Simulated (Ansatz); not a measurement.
## Reading a saddle point

A first-order saddle point of TiH2ClF3, singlet, PBE0-D4/def2-TZVP, with one imaginary mode of 212i cm⁻¹:

Ti1  (-0.452, 0.392, -0.022)
Cl2  (1.506, -1.235, -0.956)
F3  (-1.565, -0.561, -0.960)
F4  (-1.452, 1.184, 1.159)
F5  (0.383, 1.692, -0.821)
H6  (1.158, -1.023, 0.364)
H7  (0.422, -0.448, 1.235)
(Å)

Ansatz 0.2.0; basis: def2-TZVPP and def2-QZVPP; cores frozen in the correlated methods. Extrapolation: Hartree–Fock as exp(−7.88 √X), correlation as X^−2.97.

Which contacts change along the imaginary mode, and what lies on either side? (Judge from chemistry; the calculation decides.)

The calculation gives: The step is TiClF₃ ([F][Ti]([F])([F])[Cl]) + H₂ → TiHF₃ ([F][TiH]([F])[F]) + HCl, with the molecules in contact on both sides. Shortening one way: Ti1–H7, Cl2–H6; lengthening the same way: Ti1–Cl2, H6–H7.
```
   pair  one side (Å)  saddle (Å)  other side (Å)
 Ti1–H7          3.34        1.75            1.67
 Cl2–H6          3.64        1.38            1.28
Ti1–Cl2          2.18        2.71            3.19
  H6–H7          0.75        1.28            3.53
```

Which side is lower, and how far does the saddle lie above each? (To be estimated.)

By the calculation: The side with Ti1–Cl2, H6–H7 short is lower by 1.541 eV; the saddle lies 1.806 eV above it and 0.265 eV above the other (CCSD(T) at an estimated basis limit (MP2 extrapolated from triple and quadruple zeta, plus CCSD(T) − MP2 in triple zeta); electronic energies).

No T1 diagnostic of these runs exceeds 0.024.

Labels in which every atom is bracketed show which atoms are joined, not bond orders.

For scale, one of the runs: CCSD(T)/def2-TZVPP, 227 basis functions, launched by `ansatz run in.yaml --threads 8 --pin off --events-out ev --progress --plain --max-ram 19148MiB`. Time: 96 s of wall clock on 8 CPU threads of a Oxide Virtual Turin-like; the host was shared. Peak host memory: 4.3 GiB.
